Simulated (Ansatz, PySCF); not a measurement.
BH₄, SMILES [BH4-], charge -1.

Geometry: ωB97X-D3(BJ)/def2-TZVPD.

Two levels are set side by side: PBE/def2-TZVPD (Ansatz, a program for electronic structure) and EOM-CCSD/aug-cc-pVDZ (PySCF). PBE by ΔSCF, the other level by its IP root; same geometry, the bases differ. Differences are taken from unrounded values.

| quantity | EOM-CCSD |
|---|---|
| vertical ionisation energy (eV) | 4.59 |

**Question.** What does PBE give, and how far is it from EOM-CCSD? (The exact figures need the calculation; the answer reports its results.)

**Answer.** 
| quantity | PBE | PBE minus EOM-CCSD |
|---|---|---|
| vertical ionisation energy (eV) | 4.15 | -0.45 |
